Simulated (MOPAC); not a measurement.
Job for MOPAC: PM6 on CH6GeTe (SMILES C[Te][GeH3]), a point of a torsion scan.

```
PM6 1SCF PRECISE CHARGE=0 THREADS=1
CH6GeTe

C      1.72058409 1    -0.14211435 1     0.14686037 1
Te     0.46584169 1     0.86763063 1    -1.29959667 1
Ge    -1.63372368 1     0.15923165 1    -0.12273938 1
H      1.45832751 1    -1.19105599 1     0.19915965 1
H      2.74822671 1    -0.04548155 1    -0.17396074 1
H      1.60809907 1     0.30848603 1     1.12416994 1
H     -2.00877438 1     0.97393350 1     1.08554936 1
H     -1.56727239 1    -1.25553422 1     0.37645803 1
H     -2.82429382 1     0.23241009 1    -1.02723125 1
```

It printed:

```
*******************************************************************************
 **                                                                           **
 **                              MOPAC v23.2.5                                **
 **                                                                           **
 *******************************************************************************
 ** MOPAC's Digital Object Identifier: https://doi.org/10.5281/zenodo.6511958 **
 **                                                                           **
 ** Please cite the open-source release paper for use of this MOPAC version:  **
 ** J. E. Moussa and J. J. P. Stewart (2026)                                  **
 ** MOPAC: An open-source semiempirical molecular orbital program             **
 ** J. Open Source Softw., 11(119), 8025, https://doi.org/10.21105/joss.08025 **
 *******************************************************************************

                              PM6 CALCULATION RESULTS

 *******************************************************************************
 *  PM6        - The PM6 Hamiltonian to be used
 *
 *
 *
 *                 CHARGE ON SYSTEM = 0
 *
 *
 *
 *  PRECISE    - TIGHTER CRITERIA TO BE USED
 *  1SCF       - DO 1 SCF AND THEN STOP
 *  THREADS=1  - MULTI-THREADING NOT USED
 *  T=         - A TIME OF 172800.0 SECONDS REQUESTED
 *  DUMP=N     - RESTART FILE WRITTEN EVERY 7200.0 SECONDS REQUESTED
 *******************************************************************************
PM6 1SCF PRECISE CHARGE=0 THREADS=1
 CH6GeTe

   ATOM   CHEMICAL          X               Y               Z
  NUMBER   SYMBOL      (ANGSTROMS)     (ANGSTROMS)     (ANGSTROMS)

     1       C          1.72058409  *  -0.14211435  *   0.14686037  *
     2      Te          0.46584169  *   0.86763063  *  -1.29959667  *
     3      Ge         -1.63372368  *   0.15923165  *  -0.12273938  *
     4       H          1.45832751  *  -1.19105599  *   0.19915965  *
     5       H          2.74822671  *  -0.04548155  *  -0.17396074  *
     6       H          1.60809907  *   0.30848603  *   1.12416994  *
     7       H         -2.00877438  *   0.97393350  *   1.08554936  *
     8       H         -1.56727239  *  -1.25553422  *   0.37645803  *
     9       H         -2.82429382  *   0.23241009  *  -1.02723125  *



          CARTESIAN COORDINATES

    NO.       ATOM           X           Y           Z

     1         C          1.7206     -0.1421      0.1469
     2        Te          0.4658      0.8676     -1.2996
     3        Ge         -1.6337      0.1592     -0.1227
     4         H          1.4583     -1.1911      0.1992
     5         H          2.7482     -0.0455     -0.1740
     6         H          1.6081      0.3085      1.1242
     7         H         -2.0088      0.9739      1.0855
     8         H         -1.5673     -1.2555      0.3765
     9         H         -2.8243      0.2324     -1.0272

 General Reference for PM6:
 "Optimization of Parameters for Semiempirical Methods V: Modification of NDDO Approximations
 and Application to 70 Elements", J. J. P. Stewart, J. Mol. Mod., 13, 1173-1213 (2007)
 URL: https://link.springer.com/article/10.1007/s00894-007-0233-4

           Empirical Formula: C H6 Te Ge  =     9 atoms



      MOLECULAR POINT GROUP   :   C1


      RHF CALCULATION, NO. OF DOUBLY OCCUPIED LEVELS = 10


 -------------------------------------------------------------------------------
 PM6 1SCF PRECISE CHARGE=0 THREADS=1
 CH6GeTe



     1SCF WAS SPECIFIED, SO BFGS WAS NOT USED
     SCF FIELD WAS ACHIEVED


                              PM6 CALCULATION
                                                       MOPAC v23.2.5 Linux




          FINAL HEAT OF FORMATION =        -33.63429 KCAL/MOL =    -140.72589 KJ/MOL


          COSMO AREA              =        133.95 SQUARE ANGSTROMS
          COSMO VOLUME            =        129.63 CUBIC ANGSTROMS

          IONIZATION POTENTIAL    =          8.122022 EV
          HOMO LUMO ENERGIES (EV) =         -8.122 -0.100
          NO. OF FILLED LEVELS    =         10
          MOLECULAR WEIGHT        =        218.2484         POINT GROUP:  C1

          MOLECULAR DIMENSIONS (Angstroms)

            Atom       Atom       Distance
            H     9    H     5     5.64431
           Te     2    H     8     2.95469
            H     7    H     4     2.37634


          SCF CALCULATIONS        =          1





   ATOM   CHEMICAL          X               Y               Z
  NUMBER   SYMBOL      (ANGSTROMS)     (ANGSTROMS)     (ANGSTROMS)

     1       C          1.72058409  *  -0.14211435  *   0.14686037  *
     2      Te          0.46584169  *   0.86763063  *  -1.29959667  *
     3      Ge         -1.63372368  *   0.15923165  *  -0.12273938  *
     4       H          1.45832751  *  -1.19105599  *   0.19915965  *
     5       H          2.74822671  *  -0.04548155  *  -0.17396074  *
     6       H          1.60809907  *   0.30848603  *   1.12416994  *
     7       H         -2.00877438  *   0.97393350  *   1.08554936  *
     8       H         -1.56727239  *  -1.25553422  *   0.37645803  *
     9       H         -2.82429382  *   0.23241009  *  -1.02723125  *

                             CARTESIAN COORDINATES

   1    C        1.720584090    -0.142114350     0.146860370
   2   Te        0.465841690     0.867630630    -1.299596670
   3   Ge       -1.633723680     0.159231650    -0.122739380
   4    H        1.458327510    -1.191055990     0.199159650
   5    H        2.748226710    -0.045481550    -0.173960740
   6    H        1.608099070     0.308486030     1.124169940
   7    H       -2.008774380     0.973933500     1.085549360
   8    H       -1.567272390    -1.255534220     0.376458030
   9    H       -2.824293820     0.232410090    -1.027231250


           Empirical Formula: C H6 Te Ge  =     9 atoms



      MOLECULAR POINT GROUP   :   C1


                  EIGENVALUES
 -70.83629 -24.64521 -20.34227 -14.66286 -14.62982 -12.93065 -12.67305 -11.21191
  -9.81008  -8.12202  -0.10047   1.15833   1.87041   1.92625   3.19511   5.44918
   5.51140   6.56432


              NET ATOMIC CHARGES AND DIPOLE CONTRIBUTIONS

  ATOM NO.   TYPE          CHARGE      No. of ELECS.   s-Pop       p-Pop
    1          C          -0.650772        4.6508     1.05417     3.59660
    2         Te          -0.011886        6.0119     1.93071     4.08118
    3         Ge          -0.293695        4.2937     1.16884     3.12485
    4          H           0.197121        0.8029     0.80288
    5          H           0.200409        0.7996     0.79959
    6          H           0.198502        0.8015     0.80150
    7          H           0.116376        0.8836     0.88362
    8          H           0.119049        0.8810     0.88095
    9          H           0.124897        0.8751     0.87510
 DIPOLE           X         Y         Z       TOTAL
 POINT-CHG.    -1.254    -0.741     1.087     1.818
 HYBRID        -0.108    -0.372     0.542     0.666
 SUM           -1.362    -1.114     1.629     2.398


          ATOMIC ORBITAL ELECTRON POPULATIONS

     Atom    s        px        py        pz
    1  C   1.05417   1.20675   1.20783   1.18202
    2 Te   1.93071   0.88106   1.74829   1.45183
    3 Ge   1.16884   0.97255   1.09333   1.05897
    4  H   0.80288
    5  H   0.79959
    6  H   0.80150
    7  H   0.88362
    8  H   0.88095
    9  H   0.87510

 **********************
 *                    *
 * JOB ENDED NORMALLY *
 *                    *
 **********************




 == MOPAC DONE ==
```

The run finished.

Cost: about 0.04 core-seconds (a rough figure).
